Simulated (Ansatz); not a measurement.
Relaxation of Cl$_{2}$FHSi (5 atoms, charge 0, multiplicity 1), to a largest force component of 0.03 eV/Å in at most 50 steps.

Computed with RKS B3LYP/def2-mTZVP (Ansatz).

```xyz
5
Properties=species:S:1:pos:R:3
Si 0.115 0.029 0.210
H 0.128 -0.006 1.657
Cl 2.198 0.026 0.069
Cl -0.757 1.662 -0.640
F -0.508 -1.270 -0.465
```

Problem. Where does it end, and by what steps?

Solution. The run converged. After 5 steps the energy has fallen by 0.203 eV; H2 moved furthest, 0.21 Å.

```json
{"step": "0", "energy less start (eV)": "0.0000", "largest force component (eV/Å)": "1.274", "accepted": "yes"}
{"step": "1", "energy less start (eV)": "-0.1803", "largest force component (eV/Å)": "0.521", "accepted": "yes"}
{"step": "2", "energy less start (eV)": "-0.2013", "largest force component (eV/Å)": "0.170", "accepted": "yes"}
{"step": "3", "energy less start (eV)": "-0.2031", "largest force component (eV/Å)": "0.046", "accepted": "yes"}
{"step": "4", "energy less start (eV)": "-0.2032", "largest force component (eV/Å)": "0.056", "accepted": "yes"}
{"step": "5", "energy less start (eV)": "-0.2033", "largest force component (eV/Å)": "0.001", "accepted": "yes"}
```

```xyz
5
Properties=species:S:1:pos:R:3
Si 0.185 0.027 0.254
H -0.081 -0.002 1.690
Cl 2.203 0.029 -0.094
Cl -0.696 1.666 -0.599
F -0.435 -1.279 -0.420
```

Whether the end is a true minimum wasn't checked by a vibrational analysis.

Run time: 12 s on 2 threads of Arm Neoverse V1 (shared host), peak memory 0.17 GiB.
